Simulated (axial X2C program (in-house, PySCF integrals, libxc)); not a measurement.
## Testing model relations on MoH

A bond curve at the PBE0 level, 2c, was computed with an axial X2C code built on PySCF integrals (basis Mo dyall-cv3z [11s12p9d5f3g], H dyall-v3z [6s2p1d] (cores contracted in-house)) for the state Ω = 5/2 (⟨Sz⟩ = 2.50, ⟨Lz⟩ = 0.00 at PBE0). Its fit gives Re = 1.7169 Å, ωe = 1757.4 cm⁻¹, ωexe = 30.4 cm⁻¹ and αe = 1.538e-01 cm⁻¹; the masses are 97.9054 and 1.0078 u. Two-component means X2C with spin–orbit coupling and atomic mean-field Coulomb and Gaunt terms.

Problem. Find the reduced mass, Be and the force constant.

Solution. From the PBE0 values: μ = 0.9975 u. Be = 16.8576/(μ Re²) = 5.733 cm⁻¹. k = 5.8918×10⁻⁷ μ ωe² = 1.82 mdyn/Å.

Problem. Estimate De from a Morse curve and compare with the computed well depth of 2.360 eV to Mo + H.

Solution. De(Morse) = ωe²/(4ωexe) = 3.149 eV against 2.360 eV computed, a ratio of 1.33. The extrapolation overshoots: the well softens faster than a Morse curve, or the lowest atomic limit lies below the one to which the curve heads.

Problem. Where do the fundamental and the first overtone lie?

Solution. ν(1←0) = ωe − 2ωexe = 1696.6 cm⁻¹; ν(2←0) = 2ωe − 6ωexe = 3332.4 cm⁻¹.

Problem. Estimate the centrifugal constant by the Kratzer relation.

Solution. D = 4Be³/ωe² = 2.44e-04 cm⁻¹.

Problem. The dipole moment p changes by 2.37 D/Å at Re. What harmonic infrared intensity follows?

Solution. I = 42.256 × (dp/dR)²/μ = 240 km/mol.

Occupations by symmetry block were frozen at the best pattern of an incomplete PBE0 search. De is counted from the lowest determinant-based energies of the atoms at the same level, without counterpoise correction. Density functionals use the spin component along the axis (collinear). With several unpaired electrons one determinant need not be a pure state. This is the top spin component of a Σ state; components of lower Ω are not single determinants and can lie lower.
